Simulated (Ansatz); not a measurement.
Start from `CC(C)[O][Zn][Cl]` and change one atom or group to get `CC(C)OB(N)N`.

Ansatz, PBE0-D4/def2-TZVP geometries, multiplicity 1. Each molecule was computed in one conformer, which needn't be the lowest.

Scalar relativity is left out up to krypton.

| property | `CC(C)[O][Zn][Cl]` |
| --- | --- |
| HOMO–LUMO gap (B3LYP/def2-TZVPP) / eV | 6.07 |
| HOMO energy (PBE/def2-TZVPP) / eV | -6.22 |
| HOMO energy (PBE0/def2-TZVPP) / eV | -7.70 |
| size of the dipole moment (B3LYP/def2-TZVPP) / D | 1.93 |
| LUMO energy (PBE0/def2-TZVPP) / eV | -1.07 |
| size of the dipole moment (PBE/def2-TZVPP) / D | 1.95 |

(1) Give the same properties after the change, and the shifts. (An estimate is asked.)

## Answers

(1) The calculation gave: 
```json
{"property": "HOMO–LUMO gap (B3LYP/def2-TZVPP) / eV", "`CC(C)OB(N)N`": "7.01", "shift": "0.94"}
{"property": "HOMO energy (PBE/def2-TZVPP) / eV", "`CC(C)OB(N)N`": "-5.30", "shift": "0.92"}
{"property": "HOMO energy (PBE0/def2-TZVPP) / eV", "`CC(C)OB(N)N`": "-6.74", "shift": "0.96"}
{"property": "size of the dipole moment (B3LYP/def2-TZVPP) / D", "`CC(C)OB(N)N`": "1.40", "shift": "-0.53"}
{"property": "LUMO energy (PBE0/def2-TZVPP) / eV", "`CC(C)OB(N)N`": "0.86", "shift": "1.93"}
{"property": "size of the dipole moment (PBE/def2-TZVPP) / D", "`CC(C)OB(N)N`": "1.36", "shift": "-0.59"}
```

With PBE0 the HOMO rises by 0.96 eV and the LUMO rises by 1.93 eV, so the gap widens by about 0.97 eV. PBE moves the HOMO by 0.92 eV and ωB97M-V by 0.98 eV. Dipoles are sizes alone; their direction can turn.

B3LYP here is the variant with VWN-RPA as its local correlation; programs differ in this.
